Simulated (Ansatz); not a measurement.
C$_{3}$H$_{9}$Bi (SMILES [CH3][Bi]([CH3])[CH3]), singlet, geometry from GFN2-xTB (such geometries of metal compounds can be far from the true shape) (core potentials on Bi); Ansatz (a quantum-chemistry and plane-wave program) with PBE/def2-SVP.

Ansatz was given this input:
Ansatz 0.2 input:
```yaml
crystal:
  periodic: [false, false, false]
  atoms:
    - {symbol: Bi, position_ang: [-0.00265924, -0.00463990, 0.32774277]}
    - {symbol: C, position_ang: [-1.05486994, -1.53919065, -0.96882360]}
    - {symbol: H, position_ang: [-0.64425811, -2.52383649, -0.78776141]}
    - {symbol: H, position_ang: [-0.90946744, -1.27908881, -2.00731595]}
    - {symbol: H, position_ang: [-2.11451925, -1.54953889, -0.74958142]}
    - {symbol: C, position_ang: [-0.80582360, 1.70974853, -0.92080720]}
    - {symbol: H, position_ang: [-0.65333574, 1.48323884, -1.96613109]}
    - {symbol: H, position_ang: [-0.28504596, 2.62610321, -0.67562231]}
    - {symbol: H, position_ang: [-1.86385686, 1.84117722, -0.73586087]}
    - {symbol: C, position_ang: [1.88353121, -0.13071016, -0.92504196]}
    - {symbol: H, position_ang: [1.61103079, -0.12000137, -1.97045578]}
    - {symbol: H, position_ang: [2.41685485, -1.04639693, -0.70569174]}
    - {symbol: H, position_ang: [2.52628836, 0.71436864, -0.71619253]}
basis:
  gaussian:
    orbitals: def2-SVP
hamiltonian:
  xc: pbe
```

### Question
What does Ansatz print? Leave out banner, timings and long lists.

### Answer

```
Functional definition: PBE
1272 factors; their error is unknown
mean field evaluation 1: about -9067.5962 eV, gradient 9.5e1 eV
mean field evaluation 2: about -9012.7512 eV, gradient 1.5e2 eV
mean field evaluation 4: about -9091.1998 eV, gradient 6.7e0 eV
mean field evaluation 8: about -9091.3484 eV, gradient 5.8e-2 eV
mean field evaluation 16: about -9091.2996 eV, gradient 1.9e-5 eV
mean field -9091.29960076 eV, -334.0990980238 hartree, gradient 1.9e-5 eV, S^2 0.000000; 0 other end points of the search recorded, 0 dependent functions left out
reference -9091.29963783 eV, -334.0990993862 hartree; 25, 25 occupied and 88, 88 virtual orbitals, 1272 factors
Total energy: -9091.29963783 eV, -334.0990993862 hartree
```
